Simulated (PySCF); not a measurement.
Ligands exchanged one at a time, Sn OH-OCH3. Isolated molecules, 0 K electronic values unless said otherwise. One relaxed conformer stands for each flexible species; it need not be the lowest. Strings in code marks are SMILES.

Method: PBE-D3(BJ)/def2-TZVP // PBE0-D4/def2-SVP (PySCF). All candidates: neutral, multiplicity 1. Excitations are Tamm–Dancoff values on a coarser integration grid. The basis has no diffuse functions, so Rydberg states are missing or too high.

```yaml
T1 excitation (TDA): 4.36 eV
S1 excitation (TDA): 4.74 eV
LUMO: -2.81 eV
```

Task: Say which member has these values.
A. `C[O][Sn]([OH])([O]C)[O]C`
B. `[OH][Sn]([OH])([OH])[OH]`
C. `C[O][Sn]([OH])([OH])[O]C`
D. `C[O][Sn]([OH])([OH])[OH]`

Result: B, `[OH][Sn]([OH])([OH])[OH]`. The others give `C[O][Sn]([OH])([O]C)[O]C`: 3.52 eV, 3.79 eV, -2.69 eV; `C[O][Sn]([OH])([OH])[OH]`: 3.57 eV, 3.86 eV, -2.77 eV; `C[O][Sn]([OH])([OH])[O]C`: 3.56 eV, 3.87 eV, -2.73 eV
